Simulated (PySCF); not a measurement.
**HHfN at several levels of theory**

All levels use the PBE0 minimum (singlet; Hf–H 1.869 Å, Hf–N 1.723 Å; H–Hf–N 101.5°), basis [Hf def2-TZVP with ECP60, N def2-TZVP, H def2-TZVP], scalar-relativistic core potentials, density fitting, no spin–orbit coupling, PySCF. For vertical energies the ionised species is a doublet (spins chosen at PBE0 and kept) and the electron-attached one a doublet. Atomisation goes to high-spin ground-configuration atoms, without zero-point energy. Open shells are unrestricted, also as the reference of the correlated levels. A dash marks a value that was not computed or is not defined at that level.

| level | atomisation (kJ/mol) | vertical IP (eV) | vertical EA (eV) | −ε(HOMO) (eV) | gap (eV) | dipole (D) |
| --- | --- | --- | --- | --- | --- | --- |
| PBE0 | 757 | 7.99 | 1.34 | 5.95 | 3.09 | 6.94 |
| HF | ? | ? | ? | ? | ? | ? |
| MP2 | 822 | 8.84 | 0.94 | – | – | – |
| PBE | ? | ? | ? | ? | ? | ? |

Problem. Fill in the row of PBE.

Solution. atomisation (kJ/mol) 841, vertical IP (eV) 8.27, vertical EA (eV) 1.30, −ε(HOMO) (eV) 4.87, gap (eV) 1.21, dipole (D) 6.18.

Problem. Fill in the row of HF.

Solution. atomisation (kJ/mol) 251, vertical IP (eV) 6.07, vertical EA (eV) 1.13, −ε(HOMO) (eV) 8.64, gap (eV) 7.98, dipole (D) 8.70.

Spin contamination in at least one species weakens the values at: HF, MP2.

Without diffuse functions attachment energies tend to come out too low.

No spin–orbit coupling is included, which matters more the heavier the element.
